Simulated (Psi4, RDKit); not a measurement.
Torsional profile of C5H10O2Si2, SMILES CO[SiH2][SiH2]c1ccco1. Scanned: dihedral C1–O2–Si3–Si4; all other coordinates were relaxed at GFN2-xTB. Points at φ and −φ are mirror images. Heavy atoms are numbered in the order of the SMILES CO[SiH2][SiH2]c1ccco1, hydrogens after them in the order of the atoms that carry them; the mirror image has the same energies with the sign of each dihedral reversed.

- PBE/def2-SVP // GFN2-xTB (Psi4)
- MMFF94 // GFN2-xTB (RDKit)
- PBE-D3(BJ)/def2-SVP // GFN2-xTB (Psi4)

Energies relative to the lowest point of each profile, in kJ/mol:

```
φ / °  PBE/def2-SVP  MMFF94
-----  ------------  ------
-160            0.7     2.9
-140            2.5     4.4
-120            3.7     7.6
-100            2.7     2.6
-80             1.4     0.0
-60             1.0     1.4
-40             1.9     6.5
0               4.0    17.6
120             3.7     7.6
140             2.5     4.4
160             0.7     2.9
180             0.0     2.5
```

**Question.** What does PBE-D3(BJ)/def2-SVP give at the same points?

**Answer.** -160: 0.7; -140: 2.6; -120: 3.9; -100: 2.9; -80: 1.3; -60: 0.5; -40: 1.2; 0: 3.1; 120: 3.9; 140: 2.6; 160: 0.7; 180: 0.0 (kJ/mol).

MMFF94 has few fitted parameters for silicon.
